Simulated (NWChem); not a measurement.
System: C3H4OSe; SMILES C1=C[Se]CO1

NWChem input:

```
start job
memory heap 200 mb stack 900 mb global 1100 mb
geometry units angstroms noautoz
  C     -0.779529    -1.595903    -0.008363
  C     -1.301329    -0.370656    -0.113485
  Se     0.030859     0.970975     0.078052
  C      1.268265    -0.562752    -0.123290
  O      0.555290    -1.732035     0.189800
  H     -1.324965    -2.541051    -0.018500
  H     -2.357669    -0.135893    -0.227605
  H      2.122125    -0.464012     0.559461
  H      1.618122    -0.600312    -1.169949
end
basis spherical
  * library def2-tzvp
end
dft
  xc b3lyp
  iterations 150
  semidirect filesize 400000000
  mulliken
end
task dft energy
```

Output (shortened):

```
             Northwest Computational Chemistry Package (NWChem) 7.3.0
             --------------------------------------------------------

 C1  symmetry detected

                             Geometry "geometry" -> ""
                             -------------------------

 Output coordinates in angstroms (scale by  1.889725989 to convert to a.u.)

  No.       Tag          Charge          X              Y              Z
 ---- ---------------- ---------- -------------- -------------- --------------
    1 C                    6.0000    -0.77833045    -1.60581060     0.00427632
    2 C                    6.0000    -1.31211824    -0.38598592    -0.10367934
    3 Se                  34.0000     0.01409084     0.96792787     0.03586259
    4 C                    6.0000     1.25779981    -0.55916419    -0.17676048
    5 O                    8.0000     0.56212481    -1.72937697     0.16996675
    6 H                    1.0000    -1.31650985    -2.55502230     0.02064743
    7 H                    1.0000    -2.37281305    -0.16060759    -0.19380341
    8 H                    1.0000     2.12801273    -0.44492888     0.48252336
    9 H                    1.0000     1.58111626    -0.60820889    -1.23144850

 Effective nuclear repulsion energy (a.u.)     335.7509192370

                                 NWChem DFT Module
                                 -----------------

 Summary of "ao basis" -> "ao basis" (spherical)
 ------------------------------------------------------------------------------
       Tag                 Description            Shells   Functions and Types
 ---------------- ------------------------------  ------  ---------------------
 C                         def2-tzvp                11       31   5s3p2d1f
 Se                        def2-tzvp                16       48   6s5p4d1f
 O                         def2-tzvp                11       31   5s3p2d1f
 H                         def2-tzvp                 4        6   3s1p

            General Information
            -------------------
          SCF calculation type: DFT
          Wavefunction type:  closed shell.
          No. of atoms     :     9
          No. of electrons :    64
           Alpha electrons :    32
            Beta electrons :    32
          Charge           :     0
          Spin multiplicity:     1
          Use of symmetry is: off; symmetry adaption is: off
          Maximum number of iterations: 150
          AO basis - number of functions:   196
                     number of shells:    76
          Convergence on energy requested:  1.00D-06
          Convergence on density requested:  1.00D-05
          Convergence on gradient requested:  5.00D-04

              XC Information
              --------------
                         B3LYP Method XC Potential
                     Hartree-Fock (Exact) Exchange  0.200
                        Slater Exchange Functional  0.800 local
                    Becke 1988 Exchange Functional  0.720 non-local
              Lee-Yang-Parr Correlation Functional  0.810
                  VWN I RPA Correlation Functional  0.190 local

             Grid Information
             ----------------
          Grid used for XC integration:  medium
          Radial quadrature: Mura-Knowles
          Angular quadrature: Lebedev.
          Tag              B.-S. Rad. Rad. Pts. Rad. Cut. Ang. Pts.
          ---              ---------- --------- --------- ---------
          C                   0.70       49          11.0       434
          Se                  1.15      112          11.0       590
          O                   0.60       49          10.0       434
          H                   0.35       45          12.0       434
          Grid pruning is: on
          Number of quadrature shells:   488
          Spatial weights used:  Erf1

      Superposition of Atomic Density Guess
      -------------------------------------

 Sum of atomic energies:       -2589.60405522

      Non-variational initial energy
      ------------------------------

 Total energy =   -2592.250919
 1-e energy   =   -4268.652444
 2-e energy   =    1340.650605
 HOMO         =      -0.199701
 LUMO         =       0.011057

------------------------------------------------------------
EAF file 0: "./job.aoints.0" size=956825600 bytes
------------------------------------------------------------
               write      read    awrite     aread      wait
               -----      ----    ------     -----      ----
     calls:     1825         0         0         0         0
   data(b): 9.57e+08  0.00e+00  0.00e+00  0.00e+00
   time(s): 0.00e+00  0.00e+00  0.00e+00  0.00e+00  0.00e+00
rate(mb/s): 0.00e+00  0.00e+00
------------------------------------------------------------

     ---------------------------------------------
      Total Density - Mulliken Population Analysis
     ---------------------------------------------

    Atom       Charge   Shell Charges
 -----------   ------   -------------------------------------------------------
    1 C    6     5.88   0.86  1.12  0.56  0.59  0.10  1.10  1.11  0.33  0.03  0.08  0.01
    2 C    6     6.30   0.86  1.12  0.56  0.64  0.08  1.18  1.37  0.41  0.01  0.06  0.01
    3 Se  34    34.07   2.00  2.00  1.16  0.78  0.99  0.88  6.00  5.93  0.97  2.25  1.01  8.96  1.05  0.01  0.06  0.01
    4 C    6     5.93   0.86  1.12  0.53  0.67  0.09  1.02  1.21  0.32  0.02  0.09  0.01
    5 O    8     8.42   0.79  1.18  0.59  0.94  0.23  1.91  2.09  0.64  0.00  0.03  0.00
    6 H    1     0.84   0.24  0.45  0.13  0.02
    7 H    1     0.81   0.23  0.44  0.12  0.02
    8 H    1     0.86   0.25  0.46  0.13  0.02
    9 H    1     0.88   0.25  0.46  0.15  0.02

   convergence    iter        energy       DeltaE   RMS-Dens  Diis-err
 ---------------- ----- ----------------- --------- --------- ---------
 d= 0,ls=0.0,diis     1  -2593.4881232488 -2.93D+03  3.66D-03  1.16D+00
 d= 0,ls=0.0,diis     2  -2593.5018483368 -1.37D-02  2.49D-03  6.65D-01
 d= 0,ls=0.0,diis     3  -2593.5478018642 -4.60D-02  1.05D-03  1.98D-01
 d= 0,ls=0.0,diis     4  -2593.5684887481 -2.07D-02  1.92D-04  1.70D-03
 d= 0,ls=0.0,diis     5  -2593.5686643944 -1.76D-04  4.89D-05  1.65D-04
  Resetting Diis
 d= 0,ls=0.0,diis     6  -2593.5686815290 -1.71D-05  1.66D-05  1.79D-05
 d= 0,ls=0.0,diis     7  -2593.5686831029 -1.57D-06  1.60D-05  3.49D-06
 d= 0,ls=0.0,diis     8  -2593.5686819318  1.17D-06  1.05D-05  1.34D-05
 d= 0,ls=0.0,diis     9  -2593.5686835075 -1.58D-06  1.24D-06  2.11D-07
 d= 0,ls=0.0,diis    10  -2593.5686835301 -2.26D-08  2.16D-07  5.51D-09

         Total DFT energy =    -2593.568683530093
      One electron energy =    -4271.786200797761
           Coulomb energy =     1456.039359371660
    Exchange-Corr. energy =     -113.572761340952
 Nuclear repulsion energy =      335.750919236960

 Numeric. integr. density =       63.999988131521

                       DFT Final Molecular Orbital Analysis
                       ------------------------------------

 Vector   30  Occ=2.000000D+00  E=-3.297326D-01
              MO Center=  1.5D-01,  6.5D-02,  3.8D-02, r^2= 3.2D+00
   Bfn.  Coefficient  Atom+Function         Bfn.  Coefficient  Atom+Function
  ----- ------------  ---------------      ----- ------------  ---------------
    79      0.301954  3 Se py                73     -0.215561  3 Se py
    76      0.192961  3 Se py               148      0.181559  5 O  py
    82      0.179169  3 Se py               117     -0.156773  4 C  py
    68      0.151934  3 Se s                151      0.150958  5 O  py
    67      0.150075  3 Se s                120     -0.128874  4 C  py

 Vector   31  Occ=2.000000D+00  E=-2.868311D-01
              MO Center= -2.6D-01, -1.4D-01, -4.5D-02, r^2= 3.0D+00
   Bfn.  Coefficient  Atom+Function         Bfn.  Coefficient  Atom+Function
  ----- ------------  ---------------      ----- ------------  ---------------
    80      0.282054  3 Se pz                39      0.214835  2 C  pz
   149     -0.214618  5 O  pz                74     -0.192675  3 Se pz
    42      0.190270  2 C  pz               152     -0.178513  5 O  pz
    77      0.173621  3 Se pz                83      0.169847  3 Se pz
    79     -0.144518  3 Se py               155     -0.139602  5 O  pz

 Vector   32  Occ=2.000000D+00  E=-2.002156D-01
              MO Center= -1.7D-01, -6.4D-03,  2.2D-03, r^2= 3.4D+00
   Bfn.  Coefficient  Atom+Function         Bfn.  Coefficient  Atom+Function
  ----- ------------  ---------------      ----- ------------  ---------------
    80      0.372304  3 Se pz                83      0.334111  3 Se pz
    74     -0.253184  3 Se pz                77      0.236877  3 Se pz
     8     -0.189001  1 C  pz               149      0.181885  5 O  pz
    39     -0.175703  2 C  pz                11     -0.169638  1 C  pz
   193      0.153497  9 H  s                152      0.151302  5 O  pz

 Vector   33  Occ=0.000000D+00  E=-2.142077D-02
              MO Center=  4.7D-02,  5.5D-01,  2.5D-02, r^2= 4.1D+00
   Bfn.  Coefficient  Atom+Function         Bfn.  Coefficient  Atom+Function
  ----- ------------  ---------------      ----- ------------  ---------------
   115      1.215678  4 C  s                 81     -0.943879  3 Se px
    36     -0.787158  2 C  s                187     -0.312993  8 H  s
   123      0.309483  4 C  py                78     -0.292526  3 Se px
   193     -0.288221  9 H  s                122     -0.256667  4 C  px
    44     -0.228154  2 C  py               175     -0.228996  6 H  s

 Vector   34  Occ=0.000000D+00  E= 6.296250D-03
              MO Center= -6.4D-01, -7.6D-01, -1.5D-01, r^2= 3.8D+00
   Bfn.  Coefficient  Atom+Function         Bfn.  Coefficient  Atom+Function
  ----- ------------  ---------------      ----- ------------  ---------------
   115      0.805613  4 C  s                 14      0.629158  1 C  pz
    45     -0.593165  2 C  pz               193     -0.500856  9 H  s
    81     -0.352382  3 Se px                 8      0.296657  1 C  pz
     5     -0.277314  1 C  s                 11      0.263087  1 C  pz
    39     -0.264109  2 C  pz                83      0.259388  3 Se pz

 Vector   35  Occ=0.000000D+00  E= 4.163058D-02
              MO Center=  2.2D-01,  1.5D-01, -1.8D-01, r^2= 6.1D+00
   Bfn.  Coefficient  Atom+Function         Bfn.  Coefficient  Atom+Function
  ----- ------------  ---------------      ----- ------------  ---------------
   115      1.267178  4 C  s                 68     -0.997880  3 Se s
   193     -0.984498  9 H  s                181     -0.887270  7 H  s
    82      0.686528  3 Se py               123      0.609685  4 C  py
    44      0.545301  2 C  py                36      0.528019  2 C  s
   187     -0.507645  8 H  s                 35      0.365221  2 C  s

------------------------------------------------------------
EAF file 0: "./job.aoints.0" size=1309147136 bytes
------------------------------------------------------------
               write      read    awrite     aread      wait
               -----      ----    ------     -----      ----
     calls:     2497         9         0     22464     22464
   data(b): 1.31e+09  4.72e+06  0.00e+00  1.18e+10
   time(s): 0.00e+00  0.00e+00  0.00e+00  0.00e+00  0.00e+00
rate(mb/s): 0.00e+00  0.00e+00
------------------------------------------------------------

     ---------------------------------------------
      Total Density - Mulliken Population Analysis
     ---------------------------------------------

    Atom       Charge   Shell Charges
 -----------   ------   -------------------------------------------------------
    1 C    6     6.01   0.85  1.12  0.55  0.56  0.11  1.30  1.06  0.33  0.03  0.09  0.01
    2 C    6     6.22   0.85  1.12  0.53  0.65  0.06  1.31  1.23  0.39  0.02  0.05  0.01
    3 Se  34    33.95   2.00  2.00  1.17  0.77  1.08  0.80  6.00  5.92  1.08  2.07  0.94  8.92  1.05  0.07  0.07  0.02
    4 C    6     6.07   0.85  1.12  0.53  0.66  0.07  1.26  1.18  0.27  0.02  0.09  0.01
    5 O    8     8.26   0.79  1.18  0.59  0.92  0.28  1.92  1.90  0.63  0.00  0.04  0.00
    6 H    1     0.87   0.27  0.48  0.09  0.02
    7 H    1     0.86   0.27  0.48  0.09  0.02
    8 H    1     0.87   0.28  0.48  0.09  0.02
    9 H    1     0.89   0.28  0.49  0.11  0.02

     -------------------------------------------
      Total Density - Lowdin Population Analysis
     -------------------------------------------

    Atom       Charge   Shell Charges
 -----------   ------   -------------------------------------------------------
    1 C    6     6.32   0.91  1.03  0.36  0.33  0.17  1.11  1.22  0.54  0.04  0.51  0.08
    2 C    6     6.40   0.91  1.04  0.37  0.36  0.20  1.13  1.34  0.68  0.02  0.32  0.04
    3 Se  34    33.57   2.00  2.00  1.14  0.82  0.75  0.64  5.98  5.63  1.35  1.88  1.05  8.53  1.25  0.26  0.24  0.05
    4 C    6     6.44   0.91  1.04  0.40  0.36  0.19  1.09  1.31  0.60  0.03  0.46  0.06
    5 O    8     7.77   0.87  1.09  0.51  0.52  0.27  1.76  1.82  0.82  0.00  0.11  0.01
    6 H    1     0.86   0.25  0.39  0.16  0.06
    7 H    1     0.87   0.25  0.39  0.17  0.06
    8 H    1     0.88   0.26  0.40  0.16  0.06
    9 H    1     0.89   0.26  0.40  0.17  0.06

     Multipole analysis of the density
     ---------------------------------

     L   x y z        total         alpha         beta         nuclear
     -   - - -        -----         -----         ----         -------
     0   0 0 0     -0.000000    -32.000000    -32.000000     64.000000

     1   1 0 0     -0.014754     -0.007377     -0.007377      0.000000
     1   0 1 0     -0.184066     -0.092033     -0.092033      0.000000
     1   0 0 1     -0.163912     -0.081956     -0.081956      0.000000

     2   2 0 0    -26.940695    -85.576402    -85.576402    144.212109
     2   1 1 0      1.397445     -0.802948     -0.802948      3.003341
     2   1 0 1     -0.150532      0.359972      0.359972     -0.870475
     2   0 2 0    -31.920004   -160.844338   -160.844338    289.768671
     2   0 1 1      0.450054     -0.013037     -0.013037      0.476128
     2   0 0 2    -33.184451    -20.724286    -20.724286      8.264121
```

Level: B3LYP/def2-TZVP. Coordinates come from a PBE0/def2-SVP optimisation.
